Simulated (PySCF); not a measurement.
## Name the molecule from its bond curve

A diatomic of charge 0 contains Co. Its triplet curve at ROHF-CCSD(T) in a triple-zeta basis (no relativity, PySCF), in eV from the separated fragments:

```json
{"R (Å)": "1.379", "E (eV)": "-2.117"}
{"R (Å)": "1.440", "E (eV)": "-2.215"}
{"R (Å)": "1.486", "E (eV)": "-2.245"}
{"R (Å)": "1.532", "E (eV)": "-2.245"}
{"R (Å)": "1.578", "E (eV)": "-2.222"}
{"R (Å)": "1.639", "E (eV)": "-2.162"}
{"R (Å)": "1.716", "E (eV)": "-2.054"}
{"R (Å)": "1.808", "E (eV)": "-1.891"}
```

The fit gives ωe = 1849 cm⁻¹ and the rotational constant Bₑ = 7.468 cm⁻¹.

**Question.** Which atom is the partner?

**Answer.** The minimum lies at 1.509 Å, so the reduced mass is 16.8576 u Å² cm⁻¹/(Bₑ·Re²) = 0.9913 u. With Co at 58.93 u the partner weighs about 1.0 u: H. The molecule is CoH.

Correlated steps freeze 5 core orbitals. The CCSD T1 diagnostic is raised, a sign that a single reference may not be enough here. With d or f electrons several states lie close, and the lowest PBE0 determinant need not be the measured ground state.
